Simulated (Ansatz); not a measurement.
System: difluoro(trifluoromethyl)borane, CBF₅, net charge 0, singlet state. 
Structure (B3LYP-D3(BJ)/def2-TZVP (Ansatz, a quantum-chemistry and plane-wave program) minimum search):
```
C
F 1 1.3441
F 1 1.3522 2 107.53
F 1 1.3524 2 107.52 3 -115.35
B 1 1.6155 2 112.91 3 122.37
F 5 1.3086 1 120.62 2 0.50
F 5 1.3094 6 120.32 1 -179.96
```

Quantity: vertical triplet-singlet gap (E(triplet) - E(singlet); each state is the SCF solution reached for its spin), in eV. Correlated levels leave the core frozen unless marked. UHF or UKS for open shells. No spin-orbit coupling. Non-relativistic. CBS(X,Y): correlation extrapolated as X^-3; Hartree-Fock from the larger set. [CCSD(T)-MP2]/basis is that difference in the basis named.

```json
[
 {"level": "SVWN5/def2-TZVPD", "program": "Ansatz", "vertical triplet-singlet gap (eV)": "…"},
 {"level": "PBE/def2-TZVPD", "program": "Ansatz", "vertical triplet-singlet gap (eV)": "6.36"},
 {"level": "B3LYP/def2-TZVPD", "program": "Ansatz", "vertical triplet-singlet gap (eV)": "…"},
 {"level": "BHLYP/def2-TZVPD", "program": "Ansatz", "vertical triplet-singlet gap (eV)": "7.58"},
 {"level": "wB97X-V/def2-TZVPD", "program": "Ansatz", "vertical triplet-singlet gap (eV)": "7.35"},
 {"level": "B2PLYP/def2-TZVPD", "program": "Ansatz", "vertical triplet-singlet gap (eV)": "7.31"},
 {"level": "SCS-MP2/aug-cc-pVDZ", "program": "Ansatz", "vertical triplet-singlet gap (eV)": "7.99"},
 {"level": "SCS-MP2/aug-cc-pVTZ", "program": "Ansatz", "vertical triplet-singlet gap (eV)": "8.05"},
 {"level": "CCSD/aug-cc-pVDZ", "program": "Ansatz", "vertical triplet-singlet gap (eV)": "…"},
 {"level": "RI-MP2/CBS(aug-cc-pVTZ,aug-cc-pVQZ)+[CCSD(T)-MP2]/aug-cc-pVTZ", "program": "Ansatz", "vertical triplet-singlet gap (eV)": "7.74"}
]
```

Task: Fill in the missing entries.

Result: 
- SVWN5/def2-TZVPD, vertical triplet-singlet gap (eV): 6.42
- B3LYP/def2-TZVPD, vertical triplet-singlet gap (eV): 6.97
- CCSD/aug-cc-pVDZ, vertical triplet-singlet gap (eV): 7.80
